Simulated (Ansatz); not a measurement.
All numbers were calculated with Ansatz.

Basis-set series for `C[S][Sn]([Cl])([S]C)[S]C`. Charge 0, multiplicity 1. Sn: def2 effective core potential. The structure was optimised at the PBE0-D4/def2-TZVP level. It is one conformer, not always the lowest.

```
functional       basis  functions  energy (Eh)  HOMO (eV)  LUMO (eV)
   PBE0-D4    def2-SVP        185  -1987.63897      -7.11      -1.66
   PBE0-D4  def2-TZVPP        437  -1988.35841      -7.18      -1.80
   ωB97M-V    def2-SVP        185  -1988.11853      -9.26       0.36
   ωB97M-V  def2-TZVPP        437  -1988.84180      -9.37       0.12
```

Problem. Give the rows for def2-QZVPP. (An estimate is asked.)

Solution. The calculation gave: 
| functional | basis | functions | energy (Eh) | HOMO (eV) | LUMO (eV) |
| --- | --- | --- | --- | --- | --- |
| PBE0-D4 | def2-QZVPP | 803 | -1988.41672 | -7.20 | -1.85 |
| ωB97M-V | def2-QZVPP | 803 | -1988.89773 | -9.40 | 0.02 |

Positive LUMOs are unbound and depend on the basis.
